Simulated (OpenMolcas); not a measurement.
**Levels of Co2+ by method**

* Program: OpenMolcas 26.06
* Basis: ANO-RCC-VQZP [7s6p4d3f2g1h]
* Scalar Hamiltonian: DKH2, point nucleus
* Active space: 7 electrons in 10 orbitals (3d 4d)
* State averaging: 2S+1 = 4 even, 10 roots; 2S+1 = 2 even, 40 roots
* Spin-orbit coupling: RASSI with atomic mean-field integrals over the reference wave functions, term energies averaged over their components

Methods on the same reference wave functions:
A. CASSCF
B. SS-CASPT2, IPEA 0.25 Eh, imaginary shift 0.1 Eh (closed shells correlated: 3s 3p)
C. MS-CASPT2, IPEA 0.25 Eh, imaginary shift 0.1 Eh (closed shells correlated: 3s 3p)

Energies in cm-1 above 3d7 4F 9/2, the measured ground level; measured values from Sugar and Corliss, J. Phys. Chem. Ref. Data 10, 1097 (1981).

```json
{"Level": "3d7 4F 9/2", "A": "0.0", "B": "0.0", "C": "0.0", "Measured": "0.0"}
{"Level": "3d7 4F 7/2", "A": "800", "B": "802", "C": "802", "Measured": "841"}
{"Level": "3d7 4F 5/2", "A": "1389", "B": "1389", "C": "1389", "Measured": "1451"}
{"Level": "3d7 4F 3/2", "A": "1794", "B": "1790", "C": "1790", "Measured": "1867"}
{"Level": "3d7 4P 5/2", "A": "18244", "B": "15470", "C": "15470", "Measured": "15202"}
{"Level": "3d7 4P 3/2", "A": "18526", "B": "15680", "C": "15690", "Measured": "15428"}
{"Level": "3d7 4P 1/2", "A": "18881", "B": "16080", "C": "16080", "Measured": "15811"}
{"Level": "3d7 2G 9/2", "A": "19011", "B": "17170", "C": "17170", "Measured": "16978"}
{"Level": "3d7 2G 7/2", "A": "19784", "B": "17940", "C": "17940", "Measured": "17766"}
{"Level": "3d7 2H 11/2", "A": "24976", "B": "23250", "C": "23250", "Measured": "22720"}
{"Level": "3d7 2P 3/2", "A": "24987", "B": "20340", "C": "20340", "Measured": "20195"}
{"Level": "3d7 2H 9/2", "A": "25646", "B": "23910", "C": "23910", "Measured": "23434"}
{"Level": "3d7 2P 1/2", "A": "25860", "B": "21050", "C": "21050", "Measured": ""}
{"Level": "3d7 2D 5/2(1)", "A": "27078", "B": "23560", "C": "23550", "Measured": "23059"}
{"Level": "3d7 2D 3/2(1)", "A": "28329", "B": "24690", "C": "24700", "Measured": "24237"}
{"Level": "3d7 2F 5/2", "A": "42952", "B": "37540", "C": "37540", "Measured": "37021"}
{"Level": "3d7 2F 7/2", "A": "43312", "B": "37910", "C": "37910", "Measured": "37316"}
{"Level": "3d7 2D 3/2(2)", "A": "66615", "B": "58660", "C": "58660", "Measured": ""}
{"Level": "3d7 2D 5/2(2)", "A": "67106", "B": "59160", "C": "59170", "Measured": ""}
```

Deviations, from unrounded energies. A percentage is the sum of absolute deviations over the sum of measured energies, with the sign that they share, or ± where signs differ.

| Against measurement | Levels | A | B | C |
| --- | --- | --- | --- | --- |
| mean absolute deviation (cm-1) | 15 | 2800 | 300 | 300 |
| fine structure of the ground term (%) | 3 | -4.3 | -4.3 | -4.3 |
| other terms of the ground configuration (%) | 12 | +15.8 | +1.6 | +1.6 |

B, C lie about equally close to measurement and A furthest from it. The largest miss of C in the table is 3d7 2F 7/2, by +590 cm-1. The ranking rests on the paired levels alone, and a cruder setting can come out closer through cancelling errors.

Between B and C the level of the table that moves most is 3d7 2D 5/2(2), by 12 cm-1 (lowest in B, highest in C). Moves below CASPT2's spread within the term are not significant.

The two smallest mean deviations differ by little beside CASPT2's spread within terms, so their order carries little weight.

From A to B the spin-free energies of the other terms of 3d7 shown, above 4F, scale by factors of 0.80 to 0.93, as is usual when dynamic correlation screens the repulsion within a d or f shell.

The lowest spin-free term lies below A's lowest term by 0.479 hartree in B, 0.479 hartree in C.

CASPT2 breaks the degeneracy within a term, and the mean is taken; among the terms shown or strongly mixed into the levels shown the widest spread is 1200 cm-1 (3d7 4F, C). Active for correlation alone: 4d; no level in the range computed is led by a configuration that fills it, so any true level of that kind is missing. Without dynamic correlation excited terms often stand tens of per cent too high (terms of higher spin than the ground term too low), and those without a measured partner can miss by more than the paired ones (holds for A). Some levels mix across a computed gap that differs much from the measured one, so their mixing is not that of the real levels (holds for A). The CASPT2 spread within a term exceeds the gap to the next term for 3d7 2H and 3d7 2D(1), so the order of their levels is uncertain (holds for C). Measured partners are found by configuration, term and J. A level has none where our copy of the source lacks it or the pairing is in doubt (some pairs that miss far off the trend of their configuration count as doubtful), and it then counts in no deviation. Only configurations of the active space appear.

A number in round brackets counts repeated terms of one configuration in the order of the reference energies.
